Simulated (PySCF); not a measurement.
**Molecular orbitals of EuF**

TPSS at R = 2.066 Å; Eu x2c-TZVPall, F x2c-TZVPall; spin-free X2C with a Gaussian nucleus (PySCF 2.14). State: nonet, about 7.0 electrons in the 4f shell (Mulliken). Only the outer orbitals are listed, counted within each symmetry.

| spin | orbital | occ. | ε (eV) | on Eu (%) | main shells (%) |
| --- | --- | --- | --- | --- | --- |
| α | 15σ | 1 | -3.31 | 100 | 86 Eu s |
| α | 1φ | 1 | -3.01 | 100 | 100 Eu f |
| α | 1φ | 1 | -3.01 | 100 | 100 Eu f |
| α | 3δ | 1 | -2.94 | 100 | 100 Eu f |
| α | 3δ | 1 | -2.94 | 100 | 100 Eu f |
| α | 8π | 1 | -2.87 | 99 | 98 Eu f |
| α | 8π | 1 | -2.87 | 99 | 98 Eu f |
| α | 16σ | 1 | -2.80 | 99 | 93 Eu f |
| α | 4δ | 0 | -1.41 | 100 | 100 Eu d |
| α | 4δ | 0 | -1.41 | 100 | 100 Eu d |
| α | 9π | 0 | -1.40 | 100 | 68 Eu p, 31 Eu d |
| β | 15σ | 0 | -2.23 | 100 | 91 Eu s |
| β | 8π | 0 | -0.35 | 100 | 75 Eu p, 25 Eu d |
| β | 8π | 0 | -0.35 | 100 | 75 Eu p, 25 Eu d |

Which are the highest filled and the lowest empty level, where do they sit, and how wide is the gap?

Highest filled α 16σ at -2.80 eV (in %: 93 Eu f); lowest empty β 15σ at -2.23 eV (in %: 91 Eu s); the gap at TPSS is 0.57 eV.

The bond order (Mayer) is 0.83. The ⟨S²⟩ is 20.006 and the charge on Eu (Mulliken, basis-dependent) is 0.53. The charge on Eu (Löwdin, basis-dependent) is 0.35 and the dipole moment (positive dipole means Eu(−)F(+)) is -3.24 D.

Spin–orbit coupling is left out. The state is the lowest single determinant that the PBE0 search found; with open d or f shells the true ground state can be another one.
